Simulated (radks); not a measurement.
Question: These are the eigenvalues of the occupied orbitals of an atom or ion with whole-number occupations (eV). Calculated with a radial shooting solver on a logarithmic mesh with Libxc functionals: scalar-relativistic Kohn-Sham, LDA (Slater exchange, VWN5 correlation), spin-polarised, spherical densities, finite nucleus; Fermi nuclear charge, rms radius of each element as measured or else 0.836 A^(1/3) + 0.57 fm.

| orbital | eigenvalue |
|---|---|
| 1s | -26511.07 |
| 2s | -3952.865 |
| 2p | -3551.247 |
| 3s | -751.6308 |
| 3p | -619.8508 |
| 3d | -412.8945 |
| 4s | -124.8602 |
| 4p | -86.0306 |
| 4d | -30.7165 |

Which element is it, and in what charge state? The configuration may be excited. Open shells, if any, are filled with parallel spins first.

Answer: Z = 48, cadmium, charge +2: Cd2+ in [Kr] 4d10. The list shows which subshells hold electrons but not how many an open one holds; the 1s level, -974.26 hartree, gives Z - s = 44.1 by -(Z - s)^2/2, which with screening and relativity narrows Z to a few neighbours, and the depths of the outer levels then fix element, charge and occupations together.
